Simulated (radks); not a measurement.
Question: Numerical settings for neutral scandium, [Ar] 3d1 4s2. Method: non-relativistic Kohn-Sham, LDA (Slater exchange, Perdew-Wang correlation), spin-polarised, spherical densities, point nucleus; open shells are filled with parallel spins first; computed with a radial shooting solver on a logarithmic mesh with Libxc functionals. The defaults (mesh step 0.008 in ln r, mesh end at 40 bohr or more with all orbitals vanishing there, Anderson mixing 0.5 over 9 steps, residual threshold near 1e-9 with the energy settled to 1e-9 hartree or 1e-11 of itself, here a cap of 84 iterations) give E = -758.6778 hartree and 3d at -3.835 eV in 15 iterations. Run on one thread of a shared host, so times are rough (Arm Neoverse N1): 0.19 s of CPU time, 0.19 s wall, 15 iterations on 2669 mesh points. One setting is changed at a time: mesh step in ln r 0.2; mesh step in ln r 0.12; mesh step in ln r 0.05; mesh end (bohr) 12; mesh end (bohr) 400; residual threshold 1e-05; residual threshold 0.01; mixing 1; linear mixing, mixing 0.8; linear mixing, mixing 0.5; mixing history 20; iteration cap 8. Which runs fail to converge, and which converge to a wrong energy?

Answer: Not converged within the cap: mesh step in ln r 0.2; mesh step in ln r 0.12; iteration cap 8. No run marked as converged misses the energy by more than 1 mhartree.
